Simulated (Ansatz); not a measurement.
Two isomers of C2H8OSi2: A = `[SiH3]C[SiH]1CO1`, B = `C=C([SiH3])[SiH2]O`.

Isolated molecules relaxed with PBE0-D4/def2-TZVP in Ansatz; ΔE leaves out vibrations. CBS: MP2 limit from def2 TZ/QZ plus the TZ coupled-cluster correction, frozen cores. DFT in def2-TZVPP. B3LYP here is the variant with VWN-RPA as its local correlation; programs differ in this. Each species was taken in one conformer, which may not be the lowest.

A:

Z-matrix (Å, degrees):
```
Si
C 1 1.878
H 1 1.486 2 109.8
H 1 1.488 2 110.1 3 119.5
H 1 1.486 2 110.7 3 -120.5
Si 2 1.850 1 113.6 3 -68.0
H 2 1.094 1 109.0 3 53.2
H 2 1.095 1 108.8 3 170.5
O 6 1.660 2 119.0 1 144.2
C 6 1.804 2 123.4 1 84.6
H 6 1.481 2 112.6 1 -75.0
H 10 1.089 6 121.9 2 2.9
H 10 1.088 6 122.6 2 -158.9
```

B:

Z-matrix (Å, degrees):
```
Si
C 1 1.865
H 1 1.488 2 110.7
H 1 1.488 2 110.7 3 119.0
H 1 1.488 2 109.3 3 -120.6
Si 2 1.863 1 121.4 3 -55.4
C 2 1.338 1 119.4 3 124.5
O 6 1.649 2 112.0 1 -172.4
H 6 1.491 2 108.5 1 -49.7
H 6 1.483 2 110.2 1 69.8
H 7 1.089 2 122.0 1 -179.9
H 7 1.089 2 122.5 1 -0.4
H 8 0.958 6 117.5 2 78.2
```

Question: Which isomer does CCSD(T)/CBS put lower? Give the gap. (An estimate is asked.)

Answer: Computed: B, by 86.9 kJ/mol.

Question: Give E(B) − E(A) in kJ/mol with CCSD(T)/def2-TZVPP, MP2/def2-TZVPP, B3LYP, B3LYP-D4, B2PLYP, PBE-D4, r2SCAN-D4. (Best estimate.)

Answer: Computed: CCSD(T)/def2-TZVPP -86.6, MP2/def2-TZVPP -82.5, B3LYP -84.9, B3LYP-D4 -88.3, B2PLYP -85.5, PBE-D4 -63.2, r2SCAN-D4 -68.9. None reverses the order clearly.

Largest T1 diagnostic: 0.013.

The D4 term adds −3.4 kJ/mol with B3LYP and −1.8 kJ/mol with PBE0; it sums over pairs of atoms, weighted by their polarisabilities, and B3LYP, whose exchange is more repulsive, gets the larger term. From PBE to PBE0 (25 % exact exchange), in def2-TZVPP and without D4, E(B) − E(A) moves by −4.8 kJ/mol.
